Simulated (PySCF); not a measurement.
Two species compared at the same levels of theory.

First species: C3H5NO.
SMILES: `[H]/N=C(/C)C=O`

Second species: 1,6-hexanediol, C6H14O2.
InChI=1S/C6H14O2/c7-5-3-1-2-4-6-8/h7-8H,1-6H2

Levels: wB97X-D/def2-SVPD for HOMO energy, LUMO energy, HOMO–LUMO gap and static isotropic polarisability; TDDFT wB97X-D/def2-SVPD for lowest singlet excitation; TDA wB97X-D/def2-SVPD for lowest triplet excitation (Tamm–Dancoff); ΔSCF wB97X-D/def2-SVPD for vertical ionisation energy. Geometries: PBE0-D3(BJ)/def2-SVP. Each structure is a single optimised conformer of the isolated species, non-relativistic unless stated. Electronic properties by PySCF.

The conformers computed, where there is a choice (atom-mapped SMILES and torsion angles):
- `[H]/[N:3]=[C:2](/[CH3:1])[CH:4]=[O:5]`: C1–C2–C4–O5 180°

The conformers of `OCCCCCCO` aren't listed.

```tsv
property	column X	column Y
HOMO energy	-9.74 eV	-9.76 eV
LUMO energy	2.20 eV	-0.68 eV
HOMO–LUMO gap	11.94 eV	9.08 eV
lowest singlet excitation	7.29 eV	3.46 eV
lowest triplet excitation (Tamm–Dancoff)	7.05 eV	2.92 eV
static isotropic polarisability	85.2 au	47.0 au
vertical ionisation energy	10.06 eV	10.27 eV
```

Q: Which column belongs to which species?

A: Column X is the second species and column Y the first. The first has 10 atoms and 38 electrons, the second 22 and 66.

Q: How does each property change from the first species to the second?

A: HOMO energy +0.02 eV; LUMO energy +2.88 eV; HOMO–LUMO gap +2.86 eV; lowest singlet excitation +3.83 eV; lowest triplet excitation (Tamm–Dancoff) +4.13 eV; static isotropic polarisability +38.2 au; vertical ionisation energy -0.21 eV.

On the first: S1 lies 5.62 eV below the HOMO–LUMO gap; its leading configuration is HOMO→LUMO, weight 0.91. The 10 singlets span 3.46 to 8.68 eV, and their oscillator strengths add up to 0.32.

On the second: The principal polarisabilities are 73.5, 79.6 and 102.6 au; their mean is the isotropic value. The polarisability is 12.63 Å³ as a volume (1 au = 0.148185 Å³), or 1.29 au for each of the 66 electrons.
